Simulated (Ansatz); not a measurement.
ScF3, SMILES [F][Sc]([F])[F].

The structure is a stationary point at B3LYP-D3(BJ)/def2-SVP. The isomer is the one that the SMILES or the coordinates give; other isomers of the formula were not compared.

Two levels are set side by side: PBE/def2-SVPD (Ansatz, an electronic-structure program) and CAM-B3LYP/def2-SVPD (Ansatz). Energy differences of separate SCF runs at the same geometry; the states with an electron removed or added have multiplicity 2 and 2. Differences are taken from unrounded values.

```tsv
quantity	CAM-B3LYP
vertical ionisation energy (eV)	14.30
vertical electron affinity (eV)	0.89
vertical singlet–triplet gap (eV)	7.29
```

Q: What does PBE give, and how far is it from CAM-B3LYP? (The exact figures need the calculation; the answer reports its results.)

A: 
```
quantity                             PBE  PBE minus CAM-B3LYP
---------------------------------  -----  -------------------
vertical ionisation energy (eV)    12.99                -1.31
vertical electron affinity (eV)     0.78                -0.11
vertical singlet–triplet gap (eV)   6.27                -1.02
```
